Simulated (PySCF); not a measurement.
KF: from constants to spectrum

PBE0 constants of KF, ¹Σ⁺ (singlet), closed shell (basis K x2c-TZVPall, F x2c-TZVPall; spin-free X2C with a Gaussian nucleus; PySCF 2.14; masses 38.9637 and 18.9984 u):

```
ωe              : 426.8 cm⁻¹
ωexe            : 2.35 cm⁻¹
Be              : 0.27585 cm⁻¹
αe              : 0.00222 cm⁻¹
D (centrifugal) : 4.61e-07 cm⁻¹
De to K + F     : 4.73 eV
```

Question: Give the vibrational terms G(v) and spacings up to v = 6.

Answer: G(v) = ωe(v+½) − ωexe(v+½)².

```tsv
v	G(v) (cm⁻¹)	G(v) − G(v−1)	Bv (cm⁻¹)
0	213		0.2747
1	635	422	0.2725
2	1052	417	0.2703
3	1465	413	0.2681
4	1873	408	0.2659
5	2276	403	0.2636
6	2675	399	0.2614
```

Question: How well does the Morse estimate ωe²/(4ωexe) reproduce De, and what is D0?

Answer: It gives 2.40 eV, 51 % of the computed De. D0 = De − G(0) = 4.73 − 0.03 = 4.70 eV.
